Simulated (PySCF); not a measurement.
# [AsOS3]3-: core ionisation energies

Species: trithioarsenate(V) anion, AsOS3 (charge -3).
Bonds: O1–As2, As2–S3 (double), As2–S4, As2–S5.

Method: delta-SCF UKS SCAN, pcX-2 on the ionised atom, pcseg-1 elsewhere, spin-free X2C (PySCF 2.14.0). These are vertical core ionisation energies against the vacuum level, from separate self-consistent calculations with and without the core hole.

Task: List the computed XPS lines with their assignment.

Result: 
```csv
atom(s),bonded to,level,binding energy (eV),count
O1,As,O 1s,521.77,1
S3/S4/S5,As,S 1s,2461.22,3
```

Task: Express the binding energy of O 1s of O1 in atomic units and per mole.

Result: 521.77 eV = 19.1747 Eh = 50343 kJ/mol.

Task: Which photon wavelength matches the O 1s of O1 threshold?

Result: λ = hc/E = 12398.42 eV Å / 521.77 eV = 23.762 Å.

The first atom of each set that the bonding makes equivalent was ionised and stands for the set. Not every level is listed. No level of arsenic is listed. The species carries charge -3, so core ionisation leaves charge -2. The basis sets have no added diffuse functions. Geometry: PBE0-D3(BJ)/def2-SVP; no solvent, vibrations or thermal averaging. Whether so highly charged an anion holds all its electrons in the gas phase wasn't checked; a finite basis holds them in any case. The ion is multiply charged and computed without counter-ions or solvent. The geometry's basis has no diffuse functions, a weakness for an anion.

On one thread, Intel Xeon 6975P-C (x86_64), no GPU, shared host, this took 6.0 s wall and 0.48 GiB of memory at its peak.
